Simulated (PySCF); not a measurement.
Sn(Cl)(SiH3)3, SMILES [SiH3][Sn]([SiH3])([SiH3])[Cl], CAM-B3LYP/def2-SVP optimised geometry.

```
14

Si    -0.76    -2.83    -2.16
Sn    -0.13    -1.58     0.00
Si    -0.76    -2.83     2.16
Si    -0.77     0.92     0.00
Cl     2.26    -1.58     0.00
H     -2.24    -2.90    -2.28
H     -0.22    -2.10    -3.34
H     -0.21    -4.21    -2.13
H     -0.21    -4.21     2.13
H     -0.23    -2.10     3.34
H     -2.25    -2.90     2.27
H     -0.22     1.58    -1.21
H     -2.26     1.04    -0.01
H     -0.24     1.58     1.22
```

Density from PySCF with CAM-B3LYP/def2-TZVP, def2 effective core potentials past Kr at that geometry. The core electrons that the potentials of Sn replace are not part of the density.

Minimum of the electron density along straight lines between bonded atoms, close to the bond critical point (lines longer than 1.1 times the sum of covalent radii, or with two minima, are not listed):

```csv
bond,length / Å,ρ at the minimum / e bohr⁻³,∇²ρ there / e bohr⁻⁵,position (fraction from the first atom)
Si1–Sn2,2.575,0.076,-0.07,0.48
Sn2–Si3,2.575,0.076,-0.07,0.52
Sn2–Si4,2.575,0.076,-0.07,0.52
Sn2–Cl5,2.390,0.079,(withheld),0.47
Si1–H6,1.490,0.120,0.14,0.49
Si1–H7,1.487,0.121,0.15,0.49
Si1–H8,1.487,0.121,0.15,0.49
Si3–H9,1.487,0.121,0.15,0.49
Si3–H10,1.487,0.121,0.15,0.49
Si3–H11,1.490,0.120,0.14,0.49
Si4–H12,1.487,0.121,0.15,0.49
Si4–H13,1.490,0.120,0.14,0.49
Si4–H14,1.487,0.121,0.15,0.49
```

### Question
Some entries are withheld; supply them.

### Answer

- Sn2–Cl5, ∇²ρ there / e bohr⁻⁵: 0.16
